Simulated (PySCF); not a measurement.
Correlation energy of Tl (thallium, neutral)

[Xe] 4f14 5d10 6s1 6p1 6d1, one real determinant (an excited configuration). Computed with PySCF 2.14 in aug-cc-pVTZ-PP with ECP60MDF (6s5p4d2f, 55 functions), with scalar relativity through the core potential. Frozen: 5s2 5p6 5d10; 3 electrons correlated.

```
  level  correlation energy (mhartree)
   CCSD                          -8.91
    (T)                          -0.59
CCSD(T)                          -9.50
```

Diagnostics: T1 = 0.021, D1 = 0.0486, largest double amplitude 0.223.

Problem. Is a single reference adequate?

Solution. Not fully. The real determinant used has ⟨L²⟩ near 8 against 12 for a pure F term, so it mixes terms. Spin-orbit coupling, absent here, splits the open shell strongly. The outer electron is Rydberg-like, and this basis confines it to a smaller radius and binds it less than a complete one would. A double-excitation amplitude exceeds 0.15, a sign of near-degeneracy.

The reference is one real determinant that mixes LS terms of this configuration.
